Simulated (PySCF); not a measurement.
# C₆ coefficients of unlike pairs at PBE

Calculated with PySCF 2.14 from the dipole response of each species, C₆(A,B) = (3/π) ∫ α_A(iu) α_B(iu) du, in atomic units, from isotropic polarisabilities. For ions this is the dispersion term alone; charge-induced terms of lower order in 1/R come first.

| species | configuration | basis | relativity | α (bohr³) | C₆ (like pair) |
| --- | --- | --- | --- | --- | --- |
| N²⁺ | [He] 2s2 2p1 (2P) | dyall-acv3z (15s9p4d2f) | none | 2.587 | 3.670 |
| Si³⁺ | [Ne] 3s1 (2S) | dyall-av3z (19s12p3d2f) | spin-free X2C | 6.992 | 12.80 |
| Br⁺ | [Ar] 3d10 4s2 4p4 (3P) | aug-cc-pwCVDZ-PP with ECP10MDF (6s5p4d1f) | core potential | 12.75 | 80.34 |
| Pd²⁺ | [Kr] 4d8 (3F) | def2-TZVPPD with the def2 core potential (28 electrons) (6s4p3d2f1g) | core potential | 5.666 | 26.91 |

Task: Estimate C₆ for Si³⁺ with N²⁺.

Result: The integral gives 6.387. The combination rule 2 C_A C_B / (C_A α_B/α_A + C_B α_A/α_B) gives 6.412 and the geometric mean 6.855.

No spin-orbit coupling is included.

The other pairs:

```csv
pair,C₆
"Pd²⁺, N²⁺",9.669
"Br⁺, N²⁺",17.10
"Pd²⁺, Si³⁺",15.59
"Pd²⁺, Br⁺",44.11
"Br⁺, Si³⁺",30.60
```
